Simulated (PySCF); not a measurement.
**Orbital picture of BiS⁺**

PBEsol at R = 2.249 Å; basis Bi def2-SVP with ECP60, S def2-SVP; scalar-relativistic core potentials; PySCF 2.14. State: ¹Σ⁺ (singlet), closed shell. Only the outer orbitals are listed, counted within each symmetry, core potentials removing the inner ones.

```csv
orbital,occ.,ε (eV),on Bi (%),main shells (%)
7σ,2,-24.59,42,"54 S s, 38 Bi s"
8σ,2,-20.48,58,"56 Bi s, 39 S s"
9σ,2,-13.90,40,"56 S p, 34 Bi p"
4π,2,-13.29,32,"67 S p, 31 Bi p"
4π,2,-13.29,32,"67 S p, 31 Bi p"
5π,0,-10.30,69,"69 Bi p, 30 S p"
5π,0,-10.30,69,"69 Bi p, 30 S p"
10σ,0,-6.65,73,"67 Bi p, 29 S p"
```

**Question.** Which are the highest filled and the lowest empty level, where do they sit, and how wide is the gap?

**Answer.** Highest filled 4π at -13.29 eV (in %: 67 S p, 31 Bi p); lowest empty 5π at -10.30 eV (in %: 69 Bi p, 30 S p); the gap at PBEsol is 2.99 eV.

```
bond order (Mayer)                                                                                                : 2.68
⟨S²⟩                                                                                                              : 0.000
charge on Bi (Mulliken, basis-dependent)                                                                          : 0.92
charge on Bi (Löwdin, basis-dependent)                                                                            : 0.78
dipole moment (positive dipole points towards S; it is taken about the centre of mass and depends on that origin) : -0.93 D
```

These are scalar-relativistic numbers at best; spin–orbit coupling would shift them, the dissociation energy most.
